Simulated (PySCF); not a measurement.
C3H8As, SMILES C[As]([CH2])C, multiplicity 2.

Coordinates come from a PBE-D3(BJ)/def2-SVP optimisation. The isomer is the one that the SMILES or the coordinates give; other isomers of the formula were not compared.

The numbers are results of PBE-D3(BJ)/def2-SVP run with PySCF, not measurements.

Frequencies are harmonic and unscaled.

| mode | ν (cm⁻¹) | IR (km/mol) | moving atoms (share of kinetic energy) |
|---|---|---|---|
| 1 | 138 | 0.0 | H 98 % |
| 2 | 146 | 0.0 | H 91 % |
| 3 | 174 | 0.1 | H 75 %, C 21 % |
| 4 | 199 | 0.3 | C 52 %, H 41 % |
| 5 | 205 | 2.2 | C 43 %, H 32 %, As 25 % |
| 6 | 231 | 2.2 | H 58 %, C 38 % |
| 7 | 495 | 50.8 | H 70 %, C 30 % |
| 8 | 553 | 10.9 | C 69 %, H 19 %, As 12 % |
| 9 | 569 | 14.6 | C 65 %, As 18 %, H 17 % |
| 10 | 629 | 2.1 | C 71 %, H 15 %, As 15 % |
| 11 | 704 | 0.5 | H 86 %, C 14 % |
| 12 | 755 | 2.1 | H 86 %, C 14 % |
| 13 | 820 | 12.2 | H 80 %, C 19 % |
| 14 | 843 | 9.6 | H 77 %, C 22 % |
| 15 | 864 | 26.5 | H 76 %, C 22 % |
| 16 | 1200 | 0.1 | H 83 %, C 17 % |
| 17 | 1214 | 2.5 | H 83 %, C 17 % |
| 18 | 1308 | 0.2 | H 88 %, C 12 % |
| 19 | 1380 | 4.2 | H 95 % |
| 20 | 1382 | 4.4 | H 95 % |
| 21 | 1390 | 3.3 | H 96 % |
| 22 | 1392 | 13.1 | H 95 % |
| 23 | 2979 | 10.4 | H 98 % |
| 24 | 2981 | 12.0 | H 98 % |
| 25 | 3060 | 5.7 | H 96 % |
| 26 | 3093 | 6.3 | H 90 %, C 10 % |
| 27 | 3093 | 1.1 | H 90 %, C 10 % |
| 28 | 3098 | 7.1 | H 90 %, C 10 % |
| 29 | 3099 | 0.8 | H 90 %, C 10 % |
| 30 | 3180 | 1.9 | H 89 %, C 11 % |
